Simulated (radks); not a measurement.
Coulomb parameter of the 4f shell of the thulium ion Tm2+ in the model configuration [Xe] 4f11.5 6s1.5, as a second difference U = [E(n + 0.5) + E(n - 0.5) - 2 E(n)] / (0.5)^2 with all orbitals relaxed. "Bare": the charge of the atom changes with n. "Screened": the 6s shell takes up the change at fixed total charge, which measures U(4f,4f) + U(6s,6s) - 2 U(4f,6s). Method: scalar-relativistic Kohn-Sham, PBE, spin-unpolarised, spherical densities, finite nucleus; Fermi nuclear charge, rms radius 5.2256 fm; computed with a radial shooting solver on a logarithmic mesh with Libxc functionals.

[
 {"case": "start", "configuration": "[Xe] 4f11.5 6s1.5", "E - E(n) (eV)": "0.000"},
 {"case": "bare +0.5", "configuration": "[Xe] 4f12 6s1.5", "E - E(n) (eV)": "-13.525"},
 {"case": "bare -0.5", "configuration": "[Xe] 4f11 6s1.5", "E - E(n) (eV)": "18.367"},
 {"case": "screened +0.5", "configuration": "[Xe] 4f12 6s1", "E - E(n) (eV)": "-5.752"},
 {"case": "screened -0.5", "configuration": "[Xe] 4f11 6s2", "E - E(n) (eV)": "7.876"}
]

U(bare) = 19.368 eV, U(screened by 6s) = 8.495 eV, against the Slater integral F0(4f,4f) = 34.607 eV with frozen orbitals.
